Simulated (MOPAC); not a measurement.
A run for MOPAC: PM6 on C2H6Se (SMILES CC[SeH]), a point of a bond scan (R = 2.507 Å).

```
PM6 1SCF PRECISE CHARGE=0 THREADS=1
C2H6Se

Se    -0.55498298 1    -0.21214087 1     0.55361405 1
H     -1.52607192 1    -0.05920117 1    -0.54272366 1
C      1.03208518 1    -0.24790716 1    -0.62909867 1
C      1.24880037 1     1.03703812 1    -1.40772409 1
H      0.93381648 1    -1.11104940 1    -1.28408602 1
H      1.85619480 1    -0.44343878 1     0.05686397 1
H      1.46909984 1     3.00352299 1     0.13197006 1
H      0.41578897 1     1.23333108 1    -2.08443844 1
H      2.15979709 1     0.96633040 1    -2.00926490 1
```

Output:

```
*******************************************************************************
 **                                                                           **
 **                              MOPAC v23.2.5                                **
 **                                                                           **
 *******************************************************************************
 ** MOPAC's Digital Object Identifier: https://doi.org/10.5281/zenodo.6511958 **
 **                                                                           **
 ** Please cite the open-source release paper for use of this MOPAC version:  **
 ** J. E. Moussa and J. J. P. Stewart (2026)                                  **
 ** MOPAC: An open-source semiempirical molecular orbital program             **
 ** J. Open Source Softw., 11(119), 8025, https://doi.org/10.21105/joss.08025 **
 *******************************************************************************

                              PM6 CALCULATION RESULTS

 *******************************************************************************
 *  PM6        - The PM6 Hamiltonian to be used
 *
 *
 *
 *                 CHARGE ON SYSTEM = 0
 *
 *
 *
 *  PRECISE    - TIGHTER CRITERIA TO BE USED
 *  1SCF       - DO 1 SCF AND THEN STOP
 *  THREADS=1  - MULTI-THREADING NOT USED
 *  T=         - A TIME OF 172800.0 SECONDS REQUESTED
 *  DUMP=N     - RESTART FILE WRITTEN EVERY 7200.0 SECONDS REQUESTED
 *******************************************************************************
PM6 1SCF PRECISE CHARGE=0 THREADS=1
 C2H6Se

   ATOM   CHEMICAL          X               Y               Z
  NUMBER   SYMBOL      (ANGSTROMS)     (ANGSTROMS)     (ANGSTROMS)

     1      Se         -0.55498298  *  -0.21214087  *   0.55361405  *
     2       H         -1.52607192  *  -0.05920117  *  -0.54272366  *
     3       C          1.03208518  *  -0.24790716  *  -0.62909867  *
     4       C          1.24880037  *   1.03703812  *  -1.40772409  *
     5       H          0.93381648  *  -1.11104940  *  -1.28408602  *
     6       H          1.85619480  *  -0.44343878  *   0.05686397  *
     7       H          1.46909984  *   3.00352299  *   0.13197006  *
     8       H          0.41578897  *   1.23333108  *  -2.08443844  *
     9       H          2.15979709  *   0.96633040  *  -2.00926490  *



          CARTESIAN COORDINATES

    NO.       ATOM           X           Y           Z

     1        Se         -0.5550     -0.2121      0.5536
     2         H         -1.5261     -0.0592     -0.5427
     3         C          1.0321     -0.2479     -0.6291
     4         C          1.2488      1.0370     -1.4077
     5         H          0.9338     -1.1110     -1.2841
     6         H          1.8562     -0.4434      0.0569
     7         H          1.4691      3.0035      0.1320
     8         H          0.4158      1.2333     -2.0844
     9         H          2.1598      0.9663     -2.0093

 General Reference for PM6:
 "Optimization of Parameters for Semiempirical Methods V: Modification of NDDO Approximations
 and Application to 70 Elements", J. J. P. Stewart, J. Mol. Mod., 13, 1173-1213 (2007)
 URL: https://link.springer.com/article/10.1007/s00894-007-0233-4

           Empirical Formula: C2 H6 Se  =     9 atoms



      MOLECULAR POINT GROUP   :   C1


      RHF CALCULATION, NO. OF DOUBLY OCCUPIED LEVELS = 10


 -------------------------------------------------------------------------------
 PM6 1SCF PRECISE CHARGE=0 THREADS=1
 C2H6Se



     1SCF WAS SPECIFIED, SO BFGS WAS NOT USED
     SCF FIELD WAS ACHIEVED


                              PM6 CALCULATION
                                                       MOPAC v23.2.5 Linux




          FINAL HEAT OF FORMATION =        140.89290 KCAL/MOL =     589.49587 KJ/MOL


          COSMO AREA              =        115.41 SQUARE ANGSTROMS
          COSMO VOLUME            =        100.09 CUBIC ANGSTROMS

          IONIZATION POTENTIAL    =          7.876668 EV
          HOMO LUMO ENERGIES (EV) =         -7.877 -1.034
          NO. OF FILLED LEVELS    =         10
          MOLECULAR WEIGHT        =        109.0294         POINT GROUP:  C1

          MOLECULAR DIMENSIONS (Angstroms)

            Atom       Atom       Distance
            H     7    H     5     4.38423
            H     2    H     9     3.98833
            H     8    H     6     2.98246


          SCF CALCULATIONS        =          1





   ATOM   CHEMICAL          X               Y               Z
  NUMBER   SYMBOL      (ANGSTROMS)     (ANGSTROMS)     (ANGSTROMS)

     1      Se         -0.55498298  *  -0.21214087  *   0.55361405  *
     2       H         -1.52607192  *  -0.05920117  *  -0.54272366  *
     3       C          1.03208518  *  -0.24790716  *  -0.62909867  *
     4       C          1.24880037  *   1.03703812  *  -1.40772409  *
     5       H          0.93381648  *  -1.11104940  *  -1.28408602  *
     6       H          1.85619480  *  -0.44343878  *   0.05686397  *
     7       H          1.46909984  *   3.00352299  *   0.13197006  *
     8       H          0.41578897  *   1.23333108  *  -2.08443844  *
     9       H          2.15979709  *   0.96633040  *  -2.00926490  *

                             CARTESIAN COORDINATES

   1   Se       -0.554982980    -0.212140870     0.553614050
   2    H       -1.526071920    -0.059201170    -0.542723660
   3    C        1.032085180    -0.247907160    -0.629098670
   4    C        1.248800370     1.037038120    -1.407724090
   5    H        0.933816480    -1.111049400    -1.284086020
   6    H        1.856194800    -0.443438780     0.056863970
   7    H        1.469099840     3.003522990     0.131970060
   8    H        0.415788970     1.233331080    -2.084438440
   9    H        2.159797090     0.966330400    -2.009264900


           Empirical Formula: C2 H6 Se  =     9 atoms



      MOLECULAR POINT GROUP   :   C1


                  EIGENVALUES
 -26.17748 -22.62977 -20.27158 -15.22857 -14.18209 -13.41124 -12.33169 -11.10273
  -8.35997  -7.87667  -1.03433   0.68131   2.25932   4.60190   5.59929   6.14490
   6.38101   6.81871


              NET ATOMIC CHARGES AND DIPOLE CONTRIBUTIONS

  ATOM NO.   TYPE          CHARGE      No. of ELECS.   s-Pop       p-Pop
    1         Se          -0.106551        6.1066     1.98548     4.12107
    2          H           0.084824        0.9152     0.91518
    3          C          -0.334579        4.3346     1.09432     3.24026
    4          C          -0.385742        4.3857     1.17379     3.21196
    5          H           0.155159        0.8448     0.84484
    6          H           0.159395        0.8406     0.84061
    7          H           0.181393        0.8186     0.81861
    8          H           0.121780        0.8782     0.87822
    9          H           0.124320        0.8757     0.87568
 DIPOLE           X         Y         Z       TOTAL
 POINT-CHG.     0.620     1.309    -0.103     1.452
 HYBRID        -0.137    -0.348    -0.706     0.799
 SUM            0.483     0.961    -0.809     1.346


          ATOMIC ORBITAL ELECTRON POPULATIONS

     Atom    s        px        py        pz
    1 Se   1.98548   1.08024   1.98521   1.05563
    2  H   0.91518
    3  C   1.09432   1.06538   1.07703   1.09785
    4  C   1.17379   1.12497   1.02469   1.06230
    5  H   0.84484
    6  H   0.84061
    7  H   0.81861
    8  H   0.87822
    9  H   0.87568

 **********************
 *                    *
 * JOB ENDED NORMALLY *
 *                    *
 **********************




 == MOPAC DONE ==
```

The run finished.

Cost: about 0.020 core-seconds (a rough figure).
